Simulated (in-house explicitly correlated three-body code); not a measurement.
Computed with an exponentially correlated three-body code. Model: two electrons around a point charge, non-relativistic, variational in 260 exponentially correlated functions (energies converged to about 1e-7 hartree, or 1e-8 relative for large Z).

Command:
```bash
python run_hyl.py task.json out
```
Settings (lengths in bohr, energies in hartree):
```
Z                      3
screening              0.75
interaction_strength   1
functions              260
states_tried           13
```

Time taken, with all properties: 37 s on 1 thread of Intel(R) Xeon(R) Platinum 8375C CPU @ 2.90GHz (Ice Lake), on a shared host.

**Those bound S and P states to n = 4 that converged, binding against the one-electron ion.**

Given: nuclear charge 3; Yukawa screening of all interactions 0.75 1/bohr.

Computed: one-electron threshold -2.61827629 hartree.

```csv
term,energy (hartree),binding (eV)
1 1S,-4.16133116,41.989
```

**Converged states only, values per electron or pair (inverse distances are <exp(-kr)/r>).**

| term | mean r (bohr) | mean r squared (bohr²) | mean inverse r (1/bohr) | mean r12 (bohr) | mean inverse r12 (1/bohr) | mean cosine | mean p1 dot p2 (bohr⁻²) | delta r1 (bohr⁻³) | delta r12 (bohr⁻³) |
| --- | --- | --- | --- | --- | --- | --- | --- | --- | --- |
| 1 1S | 0.60649 | 0.50821 | 1.97 | 0.91438 | 0.93876 | -0.040177 | 0.24192 | 6.3312 | 0.46784 |

**Static dipole response.**

```csv
state,polarisability (bohr³)
1 1S,0.26073
```
